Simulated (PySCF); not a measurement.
CH₄O₄, SMILES OC(O)(O)O. Atoms are numbered in the order given.

```xyz
9

O      0.8699    -0.7711    -0.7554
C      0.0000     0.0000     0.0000
O     -0.7711    -0.8699     0.7554
O      0.7711     0.8699     0.7554
O     -0.8699     0.7711    -0.7554
H      0.3594    -1.5164    -1.1026
H     -1.5164    -0.3594     1.1026
H      1.5164     0.3594     1.1026
H     -0.3594     1.5164    -1.1026
```

Geometry optimised at B3LYP-D3(BJ)/def2-SVP. The values are those of a single conformer.

Two levels are set side by side: PBE/pcSseg-1 (PySCF) and B3LYP/pcSseg-1 (PySCF). GIAO shifts against H2O (¹⁷O), TMS (¹H), TMS (¹³C) at the same level; non-relativistic, no solvent, atoms listed together averaged. Differences are taken from unrounded values.

| quantity | B3LYP | PBE | PBE minus B3LYP |
|---|---|---|---|
| δ(¹⁷O) of O1, O3, O4, O5 (ppm) | 129.8 | 132.5 | 2.7 |
| δ(¹³C) of C2 (ppm) | 123.9 | 126.2 | 2.3 |
| δ(¹H) of H6, H7, H8, H9 (ppm) | 2.66 | 2.44 | -0.21 |

Rough cost on one machine, each run with all the roots and properties that it gave: B3LYP against PBE within a factor of 2.
